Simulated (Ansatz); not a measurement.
Computed with PBE0-D3(BJ)/def2-TZVP (Ansatz, a first-principles code). No frequencies were computed at this level.

Ansatz 0.2 input:
```yaml
crystal:
  periodic: [false, false, false]
  atoms:
    - { symbol: C, position_ang: [-0.932849, -0.453038, -0.212791] }
    - { symbol: Si, position_ang: [0.69642, -1.421648, -0.434284] }
    - { symbol: Si, position_ang: [1.778949, 0.582958, -0.60959] }
    - { symbol: Si, position_ang: [-0.220588, 1.222903, 0.425762] }
    - { symbol: H, position_ang: [-1.499543, -0.345246, -1.139375] }
    - { symbol: H, position_ang: [-1.608279, -0.923766, 0.500338] }
    - { symbol: H, position_ang: [0.334224, -2.861283, -0.518947] }
    - { symbol: H, position_ang: [2.950239, 0.520157, 0.320571] }
    - { symbol: H, position_ang: [-0.919905, 2.36456, -0.184634] }
    - { symbol: H, position_ang: [-0.578666, 1.314403, 1.852952] }
basis:
  gaussian: { orbitals: def2-tzvp }
hamiltonian:
  xc: pbe0
  dispersion: d3bj
relax:
  max_steps: 150
```

Output:

```
Functional definition: PBE0
1248 factors; their error is unknown
mean field evaluation 1: about -24747.7805 eV, gradient 5.5e1 eV
mean field evaluation 2: about -24735.9475 eV, gradient 7.8e1 eV
mean field evaluation 4: about -24755.0094 eV, gradient 5.5e0 eV
mean field evaluation 8: about -24755.2325 eV, gradient 2.3e-1 eV
mean field evaluation 16: about -24755.2326 eV, gradient 3.2e-5 eV
mean field -24755.23259065 eV, -909.7380180072 hartree, gradient 3.2e-5 eV, S^2 0.000000; 0 other end points of the search recorded, 0 dependent functions left out
reference -24755.23262515 eV, -909.7380192748 hartree; 27, 27 occupied and 151, 151 virtual orbitals, 1248 factors
relax step   1: F+E_penalty+E_count = -24755.51482276 eV  Δ(F+E_penalty+E_count) = +0.000e0 eV  max|allowed force component| = 1.742e0 eV/Å  Δτ_max = 0.0000 Å  (29 SCF iters, accepted)
these checks for a lower state are left out or cut short: starts, cluster_reference, orbital_swaps, neighbouring_geometries, increment
1248 factors; their error is unknown
mean field -24755.67847797 eV, -909.7544040639 hartree, gradient 1.6e-5 eV, S^2 0.000000; 0 other end points of the search recorded, 0 dependent functions left out
reference -24755.67851296 eV, -909.7544053496 hartree; 27, 27 occupied and 151, 151 virtual orbitals, 1248 factors
relax step   2: F+E_penalty+E_count = -24755.94892307 eV  Δ(F+E_penalty+E_count) = -4.341e-1 eV  max|allowed force component| = 9.758e-1 eV/Å  Δτ_max = 0.1957 Å  (38 SCF iters, accepted)
these checks for a lower state are left out or cut short: starts, cluster_reference, orbital_swaps, neighbouring_geometries, increment
1248 factors; their error is unknown
mean field evaluation 32: about -24755.7823 eV, gradient 1.4e-5 eV
mean field -24755.78234984 eV, -909.7582212845 hartree, gradient 1.4e-5 eV, S^2 0.000000; 0 other end points of the search recorded, 0 dependent functions left out
reference -24755.78238494 eV, -909.7582225746 hartree; 27, 27 occupied and 151, 151 virtual orbitals, 1248 factors
relax step   3: F+E_penalty+E_count = -24756.05324310 eV  Δ(F+E_penalty+E_count) = -1.043e-1 eV  max|allowed force component| = 5.240e-1 eV/Å  Δτ_max = 0.1300 Å  (33 SCF iters, accepted)
these checks for a lower state are left out or cut short: starts, cluster_reference, orbital_swaps, neighbouring_geometries, increment
1248 factors; their error is unknown
mean field -24755.84031607 eV, -909.7603515042 hartree, gradient 1.7e-5 eV, S^2 0.000000; 0 other end points of the search recorded, 0 dependent functions left out
reference -24755.84035104 eV, -909.7603527893 hartree; 27, 27 occupied and 151, 151 virtual orbitals, 1248 factors
relax step   4: F+E_penalty+E_count = -24756.11196796 eV  Δ(F+E_penalty+E_count) = -5.872e-2 eV  max|allowed force component| = 3.887e-1 eV/Å  Δτ_max = 0.0975 Å  (31 SCF iters, accepted)
these checks for a lower state are left out or cut short: starts, cluster_reference, orbital_swaps, neighbouring_geometries, increment
1248 factors; their error is unknown
mean field -24755.86771773 eV, -909.7613584968 hartree, gradient 1.4e-5 eV, S^2 0.000000; 0 other end points of the search recorded, 0 dependent functions left out
reference -24755.86775292 eV, -909.7613597900 hartree; 27, 27 occupied and 151, 151 virtual orbitals, 1248 factors
relax step   5: F+E_penalty+E_count = -24756.14104092 eV  Δ(F+E_penalty+E_count) = -2.907e-2 eV  max|allowed force component| = 6.138e-1 eV/Å  Δτ_max = 0.1999 Å  (37 SCF iters, accepted)
these checks for a lower state are left out or cut short: starts, cluster_reference, orbital_swaps, neighbouring_geometries, increment
1248 factors; their error is unknown
mean field -24755.90068750 eV, -909.7625701134 hartree, gradient 2.5e-5 eV, S^2 0.000000; 0 other end points of the search recorded, 0 dependent functions left out
reference -24755.90072271 eV, -909.7625714072 hartree; 27, 27 occupied and 151, 151 virtual orbitals, 1248 factors
relax step   6: F+E_penalty+E_count = -24756.17421521 eV  Δ(F+E_penalty+E_count) = -3.317e-2 eV  max|allowed force component| = 3.641e-1 eV/Å  Δτ_max = 0.1630 Å  (31 SCF iters, accepted)
these checks for a lower state are left out or cut short: starts, cluster_reference, orbital_swaps, neighbouring_geometries, increment
1248 factors; their error is unknown
mean field -24755.90434511 eV, -909.7627045282 hartree, gradient 1.8e-5 eV, S^2 0.000000; 0 other end points of the search recorded, 0 dependent functions left out
reference -24755.90438030 eV, -909.7627058214 hartree; 27, 27 occupied and 151, 151 virtual orbitals, 1248 factors
relax step   7: F+E_penalty+E_count = -24756.17824631 eV  Δ(F+E_penalty+E_count) = -4.031e-3 eV  max|allowed force component| = 3.156e-1 eV/Å  Δτ_max = 0.1288 Å  (30 SCF iters, accepted)
these checks for a lower state are left out or cut short: starts, cluster_reference, orbital_swaps, neighbouring_geometries, increment
1248 factors; their error is unknown
mean field evaluation 64: about -24755.9141 eV, gradient 2.2e-1 eV
mean field -24755.91421877 eV, -909.7630673784 hartree, gradient 1.5e-5 eV, S^2 0.000000; 0 other end points of the search recorded, 0 dependent functions left out
reference -24755.91425399 eV, -909.7630686727 hartree; 27, 27 occupied and 151, 151 virtual orbitals, 1248 factors
relax step   8: F+E_penalty+E_count = -24756.18833795 eV  Δ(F+E_penalty+E_count) = -1.009e-2 eV  max|allowed force component| = 1.176e-1 eV/Å  Δτ_max = 0.0614 Å  (30 SCF iters, accepted)
these checks for a lower state are left out or cut short: starts, cluster_reference, orbital_swaps, neighbouring_geometries, increment
1248 factors; their error is unknown
mean field -24755.91523493 eV, -909.7631047215 hartree, gradient 1.3e-5 eV, S^2 0.000000; 0 other end points of the search recorded, 0 dependent functions left out
reference -24755.91527006 eV, -909.7631060125 hartree; 27, 27 occupied and 151, 151 virtual orbitals, 1248 factors
relax step   9: F+E_penalty+E_count = -24756.18935360 eV  Δ(F+E_penalty+E_count) = -1.016e-3 eV  max|allowed force component| = 1.463e-2 eV/Å  Δτ_max = 0.0274 Å  (32 SCF iters, accepted)
these checks for a lower state are left out or cut short: starts, cluster_reference, orbital_swaps, neighbouring_geometries, increment
1248 factors; their error is unknown
mean field -24755.91550774 eV, -909.7631147471 hartree, gradient 1.2e-5 eV, S^2 0.000000; 0 other end points of the search recorded, 0 dependent functions left out
reference -24755.91554284 eV, -909.7631160371 hartree; 27, 27 occupied and 151, 151 virtual orbitals, 1248 factors
relax step  10: F+E_penalty+E_count = -24756.18961845 eV  Δ(F+E_penalty+E_count) = -2.649e-4 eV  max|allowed force component| = 2.444e-3 eV/Å  Δτ_max = 0.0168 Å  (32 SCF iters, accepted)
these checks for a lower state are left out or cut short: starts, cluster_reference, orbital_swaps, neighbouring_geometries, increment
1248 factors; their error is unknown
mean field -24755.91554325 eV, -909.7631160522 hartree, gradient 1.2e-5 eV, S^2 0.000000; 0 other end points of the search recorded, 0 dependent functions left out
reference -24755.91557832 eV, -909.7631173410 hartree; 27, 27 occupied and 151, 151 virtual orbitals, 1248 factors
relax step  11: F+E_penalty+E_count = -24756.18967685 eV  Δ(F+E_penalty+E_count) = -5.840e-5 eV  max|allowed force component| = 4.447e-3 eV/Å  Δτ_max = 0.0171 Å  (32 SCF iters, accepted)
these checks for a lower state are left out or cut short: starts, cluster_reference, orbital_swaps, neighbouring_geometries, increment
1248 factors; their error is unknown
mean field -24755.91557508 eV, -909.7631172220 hartree, gradient 1.7e-5 eV, S^2 0.000000; 0 other end points of the search recorded, 0 dependent functions left out
reference -24755.91561014 eV, -909.7631185105 hartree; 27, 27 occupied and 151, 151 virtual orbitals, 1248 factors
relax step  12: F+E_penalty+E_count = -24756.18967845 eV  Δ(F+E_penalty+E_count) = -1.608e-6 eV  max|allowed force component| = 3.891e-3 eV/Å  Δτ_max = 0.0033 Å  (24 SCF iters, accepted)
1248 factors; their error is unknown
mean field evaluation 96: about -24755.8196 eV, gradient 2.2e-1 eV
mean field -24755.91557508 eV, -909.7631172220 hartree, gradient 1.9e-5 eV, S^2 0.000000; 1 other end points of the search recorded, 0 dependent functions left out
reference -24755.91561014 eV, -909.7631185105 hartree; 27, 27 occupied and 151, 151 virtual orbitals, 1248 factors
Total energy: -24756.18971352 eV, -909.7731916237 hartree
Atom 0 at    -1.086273    -0.486859    -0.134117 Å, force     0.003823     0.000185     0.000892 eV/Å
Atom 1 at     0.545958    -1.357989    -0.474591 Å, force     0.000656     0.001006     0.001557 eV/Å
Atom 2 at     1.789118     0.291237     0.049145 Å, force    -0.003003    -0.003002     0.000663 eV/Å
Atom 3 at    -0.310795     1.171134     0.405130 Å, force    -0.000140     0.003526    -0.003891 eV/Å
Atom 4 at    -1.720320    -0.372451    -1.016582 Å, force    -0.000366     0.000135     0.000461 eV/Å
Atom 5 at    -1.673190    -0.942018     0.667241 Å, force    -0.000699    -0.000410    -0.000246 eV/Å
Atom 6 at     0.632919    -2.765172    -0.952873 Å, force    -0.000355     0.000345    -0.000701 eV/Å
Atom 7 at     3.228307     0.629374     0.122704 Å, force    -0.000712     0.000561     0.000600 eV/Å
Atom 8 at    -0.733150     2.300006    -0.470240 Å, force    -0.000997    -0.000865     0.001777 eV/Å
Atom 9 at    -0.672570     1.532739     1.804185 Å, force     0.001794    -0.001479    -0.001113 eV/Å
Dipole moment:    -0.086065    -0.111992    -0.035278 e Å
```

Cost: about 80 core-seconds (a rough figure).
